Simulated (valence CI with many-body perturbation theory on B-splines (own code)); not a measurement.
## Te38+: magnetic and hyperfine properties of the levels

Calculated by relativistic CI+MBPT: four valence electrons over a frozen Dirac-Fock core [Ne], a basis of 11 s, 11 p, 10 d, 8 f, 5 g, 2 h functions for each j, with the one-electron correlation potential Σ1 (screened to all orders), the two-electron term Σ2, the three-electron term Σ3, Breit, model QED; selected single and double excitations, second order for the rest, scaled by the run's own slope (own B-spline code, finite nucleus).

The last digits are not significant, and no measured levels were compared; by estimate large intervals hold to a few tenths of a per cent, small ones and those within an open d or f shell to about a per cent. Among the levels kept, up to 690 cm⁻¹ of a level comes from second order outside the variational space, and about a tenth of that is noise between levels of different J, which matters for small intervals.

A/g_I is the dipole constant over the nuclear g factor μ/I (μ in nuclear magnetons, uniformly magnetised nucleus), B/Q the quadrupole constant per barn. Both hold the static response of the core; the bare values leave it out. Large factors of s and p1/2 electrons are usually good to 5 to 10 %; those of open d and f shells near neutrality can be off by tens of per cent, and small factors of p3/2, d and f electrons come from cancelling terms and can be off by a factor of two or in sign, in half-filled shells by more. B is blank for J = 1/2, where it vanishes, and for nearly pure S terms. Energies count from the lowest level. Levels with J = 0 are left out.

Levels are named by their leading jj configuration (3d3/2^4 stands for four electrons in 3d with j = 3/2), which in mixed levels can hold well under half, so a name can repeat and another be missing. Letters in brackets count levels of one name in rising energy.

```
                         Level  E (× 10³ cm⁻¹)      g  A/g_I (MHz)  A/g_I bare  B/Q (MHz/b)  B/Q bare
        (3s^2 3p1/2 3p3/2) J=1          492.49  1.496       -19800      -17600        58800     57700
        (3s^2 3p1/2 3p3/2) J=2          541.51  1.195       143000      141000        91000     89300
            (3s^2 3p3/2^2) J=2          1069.4  1.294        65200       64800        26500     26000
        (3s 3p1/2^2 3p3/2) J=2          1266.1  1.641       335000      328000        87800     86200
        (3s 3p1/2^2 3p3/2) J=1          1419.2  0.948      -192000     -185000        82300     80800
        (3s^2 3p1/2 3d3/2) J=2          1619.0  0.779       116000      114000        14600     15400
    (3s 3p1/2 3p3/2^2) J=2 [a]          1690.7  1.489       183000      180000        33400     33100
        (3s 3p1/2 3p3/2^2) J=3          1764.2  1.254       200000      196000       -23000    -21800
        (3s^2 3p1/2 3d3/2) J=1          1820.6  0.938       -82000      -77600         5680      6050
        (3s^2 3p1/2 3d5/2) J=2          1891.4  1.187        -2590        -989        35500     35600
        (3s^2 3p1/2 3d5/2) J=3          1898.4  1.175       170000      167000        51300     51100
    (3s 3p1/2 3p3/2^2) J=1 [a]          1966.6  1.229       335000      327000       -90300    -88600
    (3s 3p1/2 3p3/2^2) J=2 [b]          2004.4  1.167        75400       75100        -5250     -4990
    (3s 3p1/2 3p3/2^2) J=1 [b]          2051.1  1.380        85200       85400        42500     41800
        (3s^2 3p3/2 3d5/2) J=2          2278.3  1.309       126000      124000       -88200    -86200
        (3s^2 3p3/2 3d5/2) J=4          2303.3  1.245        31700       32300       144000    143000
        (3s^2 3p3/2 3d3/2) J=2          2312.3  1.071        24100       25200       -15200    -14900
        (3s^2 3p3/2 3d3/2) J=1          2314.1  1.152        65600       65600       -49700    -49200
        (3s^2 3p3/2 3d3/2) J=3          2317.2  1.161        58400       58700        81400     80600
        (3s 3p1/2^2 3d3/2) J=1          2409.2  0.343      -246000     -238000         7880      8310
        (3s 3p1/2^2 3d3/2) J=2          2436.9  1.189       264000      259000        18500     19100
        (3s^2 3p3/2 3d5/2) J=3          2501.3  1.137        39100       39300        39400     39900
        (3s^2 3p3/2 3d5/2) J=1          2515.7  1.192       -57500      -54000         5060      5270
              (3s 3p3/2^3) J=2          2560.2  1.312       250000      245000       -98900    -97000
        (3s 3p1/2^2 3d5/2) J=3          2585.2  1.377       195000      191000        22100     23200
        (3s 3p1/2^2 3d5/2) J=2          2629.9  1.142       -73000      -68800       -21900    -20600
              (3s 3p3/2^3) J=1          2687.5  1.123      -164000     -158000       -20300    -19800
(3s 3p1/2 3p3/2 3d3/2) J=2 [a]          2792.6  1.030        29800       30400        25800     25700
(3s 3p1/2 3p3/2 3d3/2) J=1 [a]          2833.9  1.230       165000      163000       -56600    -55900
(3s 3p1/2 3p3/2 3d3/2) J=3 [a]          2855.6  1.192       191000      188000        -6500     -6040
(3s 3p1/2 3p3/2 3d3/2) J=2 [b]          2862.9  1.210       126000      125000       -28100    -27600
    (3s 3p1/2 3p3/2 3d3/2) J=4          2916.0  1.264       195000      192000        43700     43800
(3s 3p1/2 3p3/2 3d5/2) J=4 [a]          2945.1  1.379       158000      156000       135000    133000
(3s 3p1/2 3p3/2 3d3/2) J=2 [c]          3001.4  0.928        64300       63900       -31300    -30300
```

Take the isotope of mass number 123, with I = 1/2, μ = -0.7358 μN. What is the hyperfine structure of (3s^2 3p1/2 3p3/2) J=2?

From the table A = -211000 MHz. Shifts from the centre of gravity in MHz: F = 3/2: 316000, F = 5/2: -211000.
